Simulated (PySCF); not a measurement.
**Working out the ionisation energy of C²⁺**

C²⁺ [He] 2s2 (1S) → C³⁺ [He] 2s1 (2S). Computed with PySCF 2.14 in dyall-acv3z (15s9p4d2f, 76 functions), with the spin-free X2C one-electron Hamiltonian (Gaussian nucleus). Frozen: nothing; the 5 highest virtual orbitals dropped. Energies in hartree (1 hartree = 27.21139 eV):

| part | C²⁺ (lower) | C³⁺ (upper) |
| --- | --- | --- |
| UHF | -36.423719 | -34.740710 |
| MP2 opposite-spin | -0.089323 | -0.042516 |
| MP2 same-spin | -0.002210 | -0.001235 |

What does Hartree-Fock give?

(-34.740710) − (-36.423719) = 1.683009 hartree = 45.797 eV.

What do MP2 and SCS-MP2 (6/5 opposite-spin, 1/3 same-spin) give?

The opposite-spin parts differ by 1.274 eV and the same-spin parts by 0.027 eV. MP2: 45.797 + (1.274) + (0.027) = 47.098 eV. SCS-MP2: 45.797 + 1.2 × (1.274) + (0.027)/3 = 47.335 eV.

Measured between the centres of the two terms (NIST): 47.888 eV, so MP2 (valence and next inner shell) is off by -0.790 eV.

What remains against the reference includes basis incompleteness and correlation beyond second order.
